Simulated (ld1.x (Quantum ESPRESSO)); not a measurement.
What one change does to a pseudopotential (iron (Fe), RRKJ)

Fe, norm-conserving RRKJ (Kleinman–Bylander form), made with ld1.x (Quantum ESPRESSO) 7.5 (PBE, scalar-relativistic). Core [Ar], reference 3d6.5 4s1.5 4p0. Waves: 4s (bound): rc 2.10 bohr; 4p (bound, empty): rc 3.45 bohr; 3d (bound): rc 1.10 bohr. Local part: all-electron potential smoothed inside 2.40 bohr (lloc = -1). Core correction: none. rho0 = 0.005.

All-electron outer shells of the reference configuration (PBE, scalar-relativistic, ld1.x):

```
shell  level (eV)  outermost node (bohr)  outermost maximum (bohr)
   3s      -91.55                   0.33                      0.70
   3p      -57.65                   0.30                      0.72
   3d       -5.48                      –                      0.72
   4s       -4.74                   1.01                      2.47
   4p       -1.08                   1.11                      3.55
```

Change: all radii scaled by about 1.19 (s 2.50, p 4.12, d 1.32 bohr); local potential all-electron potential smoothed inside 2.86 bohr (lloc = -1).

Cutoffs: the cutoffs (Ry, on a coarse ladder) from which the occupation-weighted sum of valence levels, in a spherical-Bessel basis at the reference potential, stays within 10 and 1 mRy of its value at 400 Ry; they do not see the model core or the augmentation charge, which bear on the density cutoff. Errors are all-electron minus pseudo energies relative to the spin-unpolarised reference configuration.

Question: How do hardness, ghosts and transferability respond?

Answer: The potential gets softer (140 Ry and 180 Ry → 100 Ry and 140 Ry); of the 7 tests that both files solve, the error grows in 3 and shrinks in 1 by more than 15 % and 0.3 meV (median size 38.1 → 42.6 meV); neither file shows a bound ghost. A larger radius leaves more room for a smooth pseudo-wave, so fewer plane waves are needed.

| quantity | base | changed |
| --- | --- | --- |
| cutoff, loose | 140 Ry | 100 Ry |
| cutoff, tight | 180 Ry | 140 Ry |
| loose cutoff by channel (10 mRy a level) | s 8 Ry, d 120 Ry | s 8 Ry, d 90 Ry |
| bound ghosts | none | none |
| error for 3d6 4s2 4p0, meV [ΔE 0.73 eV] | -45 | -47 |
| error for 3d6 4s1 4p0, meV [ΔE 9.46 eV] | -11 | -25 |
| error for 3d6 4s0 4p0, meV [ΔE 25.66 eV] | +87 | +61 |
| error for 3d6 4s1 4p1, meV [ΔE 4.83 eV] | -38 | -43 |
| error for 3d5 4s0 4p0, meV [ΔE 59.88 eV] | -200 | -355 |
| error for 3d6 4s0 4p2, meV [ΔE 9.18 eV] | -28 | -24 |
| error for 3d6 4s1.5 4p0, meV [ΔE 4.21 eV] | -31 | -38 |
